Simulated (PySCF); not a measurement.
Species: `C=C[C@H]1N(CC)NCC1`. The columns A, B, C and D hold Mulliken, IAO, Hirshfeld and ESP-fitted charges (e) of one PBE0/pcSseg-1 density (PySCF), in a shuffled order. Coordinates in Å (GFN2-xTB); the density's dipole moment is (-0.27, -0.36, 0.27) D.

```csv
atom,x,y,z,A,B,C,D
C1,-2.286,1.727,-1.169,-0.128,-0.424,-0.327,-0.106
C2,-1.748,0.880,-0.312,-0.138,-0.259,-0.131,-0.040
C3,-0.702,-0.131,-0.664,-0.045,+0.468,-0.011,+0.013
C4,-1.214,-1.581,-0.520,-0.199,-0.289,-0.267,-0.070
C5,-0.207,-2.237,0.433,+0.021,+0.132,-0.153,-0.033
N6,0.966,-1.387,0.325,-0.325,-0.583,-0.356,-0.136
N7,0.410,-0.032,0.287,-0.487,-0.401,-0.208,-0.064
C8,1.413,0.930,-0.128,-0.045,+0.146,-0.142,-0.034
C9,2.427,1.190,0.980,-0.268,-0.275,-0.423,-0.124
H10,-1.993,1.745,-2.207,+0.107,+0.159,+0.143,+0.042
H11,-3.043,2.433,-0.876,+0.114,+0.191,+0.151,+0.045
H12,-2.045,0.875,0.727,+0.092,+0.165,+0.148,+0.042
H13,-0.355,0.036,-1.697,+0.097,+0.005,+0.108,+0.030
H14,-2.222,-1.607,-0.109,+0.123,+0.091,+0.143,+0.041
H15,-1.221,-2.075,-1.489,+0.129,+0.100,+0.145,+0.043
H16,0.060,-3.252,0.134,+0.119,+0.062,+0.146,+0.043
H17,-0.620,-2.264,1.453,+0.098,+0.026,+0.111,+0.027
H18,1.539,-1.449,1.165,+0.187,+0.375,+0.250,+0.107
H19,1.932,0.597,-1.042,+0.085,+0.016,+0.108,+0.021
H20,0.876,1.856,-0.351,+0.124,+0.059,+0.141,+0.037
H21,3.056,0.318,1.141,+0.110,+0.079,+0.134,+0.037
H22,3.064,2.027,0.707,+0.114,+0.077,+0.143,+0.044
H23,1.909,1.429,1.906,+0.112,+0.081,+0.145,+0.036
```

Task: Which column most likely holds the ESP-fitted charges?

Result: B. Σ q r misses the density's dipole by 0.04 D (B), 0.19 D (D), 0.37 D (C), 1.28 D (A). Charges fitted to the outside potential are the only set here that is tied to the molecule's multipoles.

Task: And the Hirshfeld charges?

Result: D. The mean sizes are 0.053 e (D), 0.142 e (A), 0.176 e (C), 0.194 e (B), and Hirshfeld charges are commonly the smallest of these schemes.

As computed, A = Mulliken, B = ESP-fitted, C = IAO, D = Hirshfeld. Hydrogens on carbon: Mulliken +0.09 to +0.13, ESP-fitted +0.01 to +0.19, IAO +0.11 to +0.15, Hirshfeld +0.02 to +0.05 e.

The IAO scheme counts the electrons in orthogonalised intrinsic atomic orbitals, a minimal basis polarised so that it spans the occupied orbitals exactly. The Hirshfeld scheme divides the density at each point in proportion to the densities of the neutral, spherically averaged free atoms.

Geometry: GFN2-xTB, one conformer, isolated molecule.
